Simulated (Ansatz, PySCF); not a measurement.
ammonia borane cation (BH₆N), SMILES [BH3-][NH3+] (connectivity only; charge and spin as stated), charge +1, multiplicity 2. Atoms are numbered in the order given.

```xyz
8

B     -0.8175     0.0074    -0.1407
N      0.7252    -0.1110     0.0126
H     -1.3601    -0.6514    -0.9455
H     -1.2710     1.1603     0.1418
H     -1.4158     0.3042     0.9402
H      0.9930    -1.0766     0.2321
H      1.1365     0.4877     0.7326
H      1.1940     0.1129    -0.8719
```
Charge +1, spin multiplicity 2.

Coordinates come from a B3LYP-D3(BJ)/def2-TZVP optimisation. The spin state was assumed, not searched.

Two levels are set side by side: PBE-D3(BJ)/def2-TZVP (Ansatz, a first-principles code) and B3LYP-D3(BJ)/def2-TZVP (Ansatz). Each level has its own optimised geometry; the coordinates shown are those of the second. Frequencies come from the Hessian of PySCF at each geometry. Differences are taken from unrounded values.

```csv
quantity,B3LYP-D3(BJ)
mean bond length (Å),1.192
bond B1–N2 (Å),1.555
bond B1–H3 (Å),1.173
bond B1–H4 (Å),1.271
bond B1–H5 (Å),1.271
bond N2–H6 (Å),1.026
bond N2–H7 (Å),1.023
bond N2–H8 (Å),1.026
highest harmonic wavenumber (cm⁻¹),3464
mean harmonic wavenumber (cm⁻¹),1632
zero-point energy (kcal/mol),41.99
```

Problem. What does PBE-D3(BJ) give, and how far is it from B3LYP-D3(BJ)? (An estimate is asked for; the answer gives what the named calculation found.)

Solution. 
```json
[
 {"quantity": "mean bond length (Å)", "PBE-D3(BJ)": "1.200", "PBE-D3(BJ) minus B3LYP-D3(BJ)": "0.008"},
 {"quantity": "bond B1–N2 (Å)", "PBE-D3(BJ)": "1.556", "PBE-D3(BJ) minus B3LYP-D3(BJ)": "0.002"},
 {"quantity": "bond B1–H3 (Å)", "PBE-D3(BJ)": "1.183", "PBE-D3(BJ) minus B3LYP-D3(BJ)": "0.010"},
 {"quantity": "bond B1–H4 (Å)", "PBE-D3(BJ)": "1.280", "PBE-D3(BJ) minus B3LYP-D3(BJ)": "0.009"},
 {"quantity": "bond B1–H5 (Å)", "PBE-D3(BJ)": "1.280", "PBE-D3(BJ) minus B3LYP-D3(BJ)": "0.009"},
 {"quantity": "bond N2–H6 (Å)", "PBE-D3(BJ)": "1.033", "PBE-D3(BJ) minus B3LYP-D3(BJ)": "0.008"},
 {"quantity": "bond N2–H7 (Å)", "PBE-D3(BJ)": "1.030", "PBE-D3(BJ) minus B3LYP-D3(BJ)": "0.008"},
 {"quantity": "bond N2–H8 (Å)", "PBE-D3(BJ)": "1.033", "PBE-D3(BJ) minus B3LYP-D3(BJ)": "0.008"},
 {"quantity": "highest harmonic wavenumber (cm⁻¹)", "PBE-D3(BJ)": "3394", "PBE-D3(BJ) minus B3LYP-D3(BJ)": "-69"},
 {"quantity": "mean harmonic wavenumber (cm⁻¹)", "PBE-D3(BJ)": "1598", "PBE-D3(BJ) minus B3LYP-D3(BJ)": "-33"},
 {"quantity": "zero-point energy (kcal/mol)", "PBE-D3(BJ)": "41.13", "PBE-D3(BJ) minus B3LYP-D3(BJ)": "-0.86"}
]
```

Exact exchange shortens and stiffens bonds; PBE has none. Differences between two approximate levels are no errors against the true value.
